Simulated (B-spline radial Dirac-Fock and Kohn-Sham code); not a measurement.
These are calculated numbers from an atomic code on a B-spline grid; the model is relativistic Hartree-Fock (Dirac-Fock) wave functions, averaged over the configuration.

Question: This computed X-ray form factor belongs to an atom or ion in its tabulated ground configuration. Which?

```csv
sin θ/λ (Å⁻¹),f₀
0.15,47.982
0.25,41.446
0.3,38.566
0.45,31.799
1,18.222
1.2,15.954
1.8,10.659
2,9.213
5,3.146
```

Answer: Ba²⁺, with 54 electrons in [Kr] 4d10 5s2 5p6. f₀ tends to the number of electrons as s goes to zero, which the first rows give only roughly, and the rate of fall reflects the nuclear charge, 56.
